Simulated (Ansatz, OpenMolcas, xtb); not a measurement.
## TiO2 (titanium dioxide): the vertical ionisation energy, rung by rung

The species is TiO2 (3 atoms), meant as a singlet with charge 0. As SMILES, `[O]=[Ti]=[O]`. The shape is that of a PBE0-D4/def2-TZVP optimisation.

```xyz
3

O     0.9210    0.9288    0.4446
Ti    0.1350   -0.4920    0.3316
O    -1.0561   -0.4368   -0.7762
```

Quantity: the vertical ionisation energy (to the doublet cation), in eV. The values are calculated.

```csv
level,kind,program,value (eV),CPU time (all runs)
GFN1-xTB,semi-empirical,xtb,18.54,under 2 s
GFN2-xTB,semi-empirical,xtb,15.72,under 2 s
HF/aug-cc-pVDZ,Hartree–Fock,Ansatz,7.66,49 s
SVWN5/aug-cc-pVDZ,LDA,OpenMolcas,10.01,75 s
revPBE/aug-cc-pVDZ,GGA,OpenMolcas,9.57,95 s
TPSS/aug-cc-pVDZ,meta-GGA,OpenMolcas,9.56,2.3 min
B3LYP/aug-cc-pVDZ,global hybrid,OpenMolcas,9.82,89 s
MP2/aug-cc-pVDZ,perturbation theory,Ansatz,12.54,73 s
CCSD(T)/aug-cc-pVDZ,coupled cluster or CI,Ansatz,9.64,2.6 min
```

The values span 7.66 to 18.54 eV. The xTB values lack the empirical shift that such differences need. Spin contamination of the reference (⟨S²⟩ at least 0.1 too high) touches HF/aug-cc-pVDZ, MP2/aug-cc-pVDZ, CCSD(T)/aug-cc-pVDZ. The coupled-cluster rows rest on a doubtful reference here (large T1 or Brueckner and Hartree–Fock orbitals at odds), and rows may lie in different states. Times are those of the runs behind each value, whatever else they computed, on shared processors of several kinds: orders of magnitude only.
